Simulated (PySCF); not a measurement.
TaOF₂, SMILES [Ta+](=[O])([F])[F], charge +1, multiplicity 1. Atoms are numbered in the order given.

```xyz
4

Ta    -0.1840    -0.0359     0.0000
O      0.6146    -1.5196     0.0000
F      0.4729     0.8211     1.4659
F      0.4729     0.8211    -1.4659
```
Charge +1, spin multiplicity 1.

Geometry optimised at r2SCAN-D4/def2-TZVP. The spin state was assumed, not searched. The isomer is the one that the SMILES or the coordinates give; other isomers of the formula were not compared. The def2 effective core potentials stand for the cores of Ta; spin–orbit coupling is left out.

Level of theory: r2SCAN-D4/def2-TZVP in PySCF.

Frequencies are harmonic and unscaled.

Question: Estimate the vibrational spectrum. (An estimate is asked for; the answer gives what the named calculation found.)

Answer: 
```tsv
mode	ν (cm⁻¹)	IR (km/mol)	moving atoms (share of kinetic energy)
1	174	15.1	F 84 %, Ta 13 %
2	253	9.9	F 49 %, O 40 %, Ta 12 %
3	289	4.5	O 61 %, F 34 %
4	756	118.9	F 87 %, Ta 13 %
5	768	61.9	F 92 %
6	1066	65.2	O 91 %, Ta 8 %
```
